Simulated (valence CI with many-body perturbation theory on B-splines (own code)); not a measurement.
**Hf32+: calculated level list**

Calculated by configuration interaction combined with many-body perturbation theory (CI+MBPT): four valence electrons over a frozen Dirac-Fock core [Kr], a basis of 7 s, 7 p, 8 d, 6 f, 4 g, 1 h functions for each j, with the one-electron correlation potential Σ1, the two-electron term Σ2, the three-electron term Σ3, Breit, model QED; selected CI, second order for the rest, scaled by the run's own slope (own B-spline code, finite nucleus).

The last digits are not significant, and no measured levels were compared; by estimate large intervals hold to a few tenths of a per cent, small ones and those within an open d or f shell to about a per cent. The list stops below the first excitations out of the core.

Levels 1 to 34 of 34, with energies above the lowest level, (4d3/2^4) J=0. "Leading %" is the weight of the configuration and term that name the level; weights of strongly mixed levels are sums over their largest components and can fall short. In the jj column 3d3/2^4 stands for four electrons in 3d with j = 3/2. Lifetimes count E1, E2, E3, M1 and M2 decay at the calculated energies, and are blank where another channel may lead or the interval is too uncertain; long ones can be off by a factor of two.

| No. | Configuration | Term | J | E (cm⁻¹) | Leading % | Lifetime | g | Second component | Leading jj |
| --- | --- | --- | --- | --- | --- | --- | --- | --- | --- |
| 1 | 4d4 | 3P | 0 | 0 | 57 |  |  | 31 % 4d4 5D | 4d3/2^4 (97 %) |
| 2 | 4d4 | 5D | 1 | 96989 | 63 | 40.4 μs | 1.497 | 36 % 4d4 3P | 4d3/2^3 4d5/2 (97 %) |
| 3 | 4d4 | 5D | 2 | 134830 | 50 | 798 μs | 1.276 | 14 % 4d4 3D | 4d3/2^3 4d5/2 (84 %) |
| 4 | 4d4 | 3F | 4 | 135060 | 29 |  | 1.088 | 23 % 4d4 3H | 4d3/2^3 4d5/2 (97 %) |
| 5 | 4d4 | 5D | 3 | 146440 | 29 | 23.7 ms | 1.176 | 28 % 4d4 3F | 4d3/2^3 4d5/2 (88 %) |
| 6 | 4d4 | 5D | 0 | 221870 | 63 | 12.7 μs |  | 21 % 4d4 1S | 4d3/2^2 4d5/2^2 (96 %) |
| 7 | 4d4 | 5D | 2 | 228470 | 39 | 20.2 μs | 1.182 | 23 % 4d4 3F | 4d3/2^2 4d5/2^2 (87 %) |
| 8 | 4d4 | 5D | 4 | 230890 | 40 | 38.9 μs | 1.157 | 40 % 4d4 3H | 4d3/2^2 4d5/2^2 (95 %) |
| 9 | 4d4 | 5D | 3 | 235300 | 46 | 37.5 μs | 1.136 | 39 % 4d4 3G | 4d3/2^2 4d5/2^2 (87 %) |
| 10 | 4d4 | 3H | 5 | 249900 | 68 | 70.2 μs | 1.083 | 32 % 4d4 3G | 4d3/2^2 4d5/2^2 (100 %) |
| 11 | 4d4 | 3P | 1 | 258600 | 46 | 30.1 μs | 1.134 | 36 % 4d4 3D | 4d3/2^2 4d5/2^2 (93 %) |
| 12 | 4d4 | 3H | 6 | 260440 | 51 | 89.6 ms | 1.081 | 49 % 4d4 1I | 4d3/2^2 4d5/2^2 (98 %) |
| 13 | 4d4 | 3F | 3 | 272630 | 44 |  | 1.101 | 28 % 4d4 3D | 4d3/2^2 4d5/2^2 (94 %) |
| 14 | 4d4 | 3G | 4 | 273100 | 57 | 158 μs | 1.032 | 37 % 4d4 1G | 4d3/2^2 4d5/2^2 (97 %) |
| 15 | 4d4 | 3D | 2 | 276430 | 34 | 114 μs | 1.096 | 31 % 4d4 3F | 4d3/2^2 4d5/2^2 (95 %) |
| 16 | 4d4 | 3F | 2 | 312660 | 46 | 20.4 μs | 1.002 | 30 % 4d4 3P | 4d3/2^2 4d5/2^2 (92 %) |
| 17 | 4d4 | 3F | 4 | 322500 | 62 | 55.1 μs | 1.217 | 18 % 4d4 1G | 4d3/2^2 4d5/2^2 (83 %) |
| 18 | 4d4 | 3P | 2 | 356090 | 41 | 204 μs | 1.189 | 32 % 4d4 1D | 4d3/2^2 4d5/2^2 (87 %) |
| 19 | 4d4 | 1G | 4 | 361550 | 29 | 15.8 μs | 1.128 | 24 % 4d4 5D | 4d3/2 4d5/2^3 (81 %) |
| 20 | 4d4 | 3F | 3 | 361760 | 45 | 13.1 μs | 1.166 | 23 % 4d4 5D | 4d3/2 4d5/2^3 (94 %) |
| 21 | 4d4 | 3D | 1 | 376090 | 57 | 9.95 μs | 0.923 | 26 % 4d4 3P | 4d3/2 4d5/2^3 (95 %) |
| 22 | 4d4 | 3G | 5 | 378900 | 68 | 27.4 μs | 1.144 | 32 % 4d4 3H | 4d3/2 4d5/2^3 (100 %) |
| 23 | 4d4 | 1I | 6 | 383160 | 51 | 30.9 μs | 1.078 | 49 % 4d4 3H | 4d3/2 4d5/2^3 (98 %) |
| 24 | 4d4 | 3P | 0 | 386820 | 62 |  |  | 37 % 4d4 1S | 4d3/2^2 4d5/2^2 (50 %) |
| 25 | 4d4 | 3F | 2 | 402740 | 50 | 14.9 μs | 1.053 | 39 % 4d4 3P | 4d3/2 4d5/2^3 (89 %) |
| 26 | 4d4 | 1F | 3 | 408450 | 36 | 20.8 μs | 1.090 | 35 % 4d4 3D | 4d3/2 4d5/2^3 (97 %) |
| 27 | 4d4 | 1S | 0 | 438880 | 74 |  |  | 22 % 4d4 3P | 4d3/2^2 4d5/2^2 (42 %) |
| 28 | 4d4 | 3F | 3 | 448250 | 66 |  | 1.061 | 31 % 4d4 1F | 4d3/2 4d5/2^3 (99 %) |
| 29 | 4d4 | 3P | 1 | 448270 | 91 | 16.4 μs | 1.434 | 6 % 4d4 3D | 4d3/2 4d5/2^3 (97 %) |
| 30 | 4d4 | 1G | 4 | 454080 | 71 | 18.1 μs | 1.043 | 20 % 4d4 3F | 4d3/2 4d5/2^3 (94 %) |
| 31 | 4d4 | 1D | 2 | 463100 | 65 | 21.8 μs | 1.116 | 26 % 4d4 3P | 4d3/2 4d5/2^3 (77 %) |
| 32 | 4d4 | 3F | 4 | 511070 | 49 | 9.25 μs | 1.160 | 21 % 4d4 1G | 4d5/2^4 (95 %) |
| 33 | 4d4 | 1D | 2 | 543780 | 43 | 8.98 μs | 1.060 | 23 % 4d4 3D | 4d5/2^4 (84 %) |
| 34 | 4d4 | 1S | 0 | 619310 | 55 | 6.40 μs |  | 43 % 4d4 3P | 4d5/2^4 (84 %) |

The ionisation energy to 4d3 4F_3/2 of the next ion comes out as 1313 eV (NIST: 1311 ± 4 eV (theoretical)). All 34 levels together are meant to be complete up to 959420 cm⁻¹.
